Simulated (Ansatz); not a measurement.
One change: `[SiH3][SiH2][GeH2][GeH2][GeH2][SiH3]` becomes `[SiH3][SiH2][GeH2][GeH2][SiH2][GeH3]`.

Ansatz, PBE0-D4/def2-TZVP geometries, multiplicity 1. Each molecule was computed in one conformer, which needn't be the lowest.

Scalar relativity is left out up to krypton.

| property | `[SiH3][SiH2][GeH2][GeH2][GeH2][SiH3]` |
| --- | --- |
| size of the dipole moment (ωB97M-V/def2-TZVPP) / D | 0.10 |
| HOMO energy (ωB97M-V/def2-TZVPP) / eV | -9.56 |
| LUMO energy (B3LYP/def2-TZVPP) / eV | -0.62 |
| HOMO–LUMO gap (PBE0/def2-TZVPP) / eV | 7.19 |
| HOMO energy (PBE0/def2-TZVPP) / eV | -7.65 |
| HOMO–LUMO gap (B3LYP/def2-TZVPP) / eV | 6.81 |

Q: Give the same properties after the change, and the shifts. (An estimate is asked.)

A: Ansatz gave: 
| property | `[SiH3][SiH2][GeH2][GeH2][SiH2][GeH3]` | shift |
| --- | --- | --- |
| size of the dipole moment (ωB97M-V/def2-TZVPP) / D | 0.18 | 0.08 |
| HOMO energy (ωB97M-V/def2-TZVPP) / eV | -9.61 | -0.05 |
| LUMO energy (B3LYP/def2-TZVPP) / eV | -0.68 | -0.06 |
| HOMO–LUMO gap (PBE0/def2-TZVPP) / eV | 7.17 | -0.02 |
| HOMO energy (PBE0/def2-TZVPP) / eV | -7.70 | -0.05 |
| HOMO–LUMO gap (B3LYP/def2-TZVPP) / eV | 6.80 | -0.01 |

Dipoles are sizes alone; their direction can turn.

B3LYP here is the variant with VWN-RPA as its local correlation; programs differ in this.
